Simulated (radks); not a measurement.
Results of a calculation; reference values are marked as such.
Question: Species: I29+. Configuration: [Ar] 3d6. Level of theory: Dirac Kohn-Sham, PBE, spin-unpolarised, spherical densities, point nucleus; open shells are shared between the two j in proportion to 2j + 1 (a radial shooting solver on a logarithmic mesh with Libxc functionals).

Spin-orbit splittings of the eigenvalues, e(l+1/2) - e(l-1/2), with zeta = 2 splitting/(2l+1) and mean radii in bohr:

| shell | occ. | splitting (eV) | zeta (eV) | <r> j=l-1/2 | <r> j=l+1/2 |
|---|---|---|---|---|---|
| 2p | 6 | ? | ? | 0.09800 | 0.1036 |
| 3p | 6 | 63.95 | 42.63 | 0.2877 | 0.2975 |
| 3d | 6 | 14.23 | 5.692 | 0.2639 | 0.2669 |

Estimate the 2p splitting.

Answer: 301.2 eV (zeta = 200.8 eV).
